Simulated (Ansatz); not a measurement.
`BCC(F)Cl` at its PBE0-D4/def2-TZVP geometry, where that method's forces vanish. The species carries charge 0 and has multiplicity 1.

```xyz
10

B     0.9658    0.6568   -0.9584
C     0.0805    0.4652    0.3085
C    -0.7015   -0.8155    0.3539
F     0.1576   -1.8748    0.4047
Cl   -1.7699   -0.9022    1.7816
H     0.8128   -0.0175   -1.9345
H     1.7770    1.5344   -0.9764
H    -0.6203    1.3153    0.2965
H     0.6476    0.5907    1.2370
H    -1.3495   -0.9524   -0.5130
```

(1) What forces (eV/Å) does r2SCAN-D4/def2-TZVPP give on these atoms in Ansatz? (An estimate is asked.)

Results:

(1) The calculation gave: 
```
B1   0.025  0.013 -0.041
C2   0.102  0.081 -0.023
C3  -0.128  0.210 -0.255
F4   0.238 -0.258  0.009
Cl5 -0.193 -0.025  0.259
H6  -0.001  0.011  0.036
H7  -0.029 -0.028  0.003
H8   0.006 -0.001  0.013
H9  -0.018  0.005  0.007
H10 -0.002 -0.009 -0.009
```
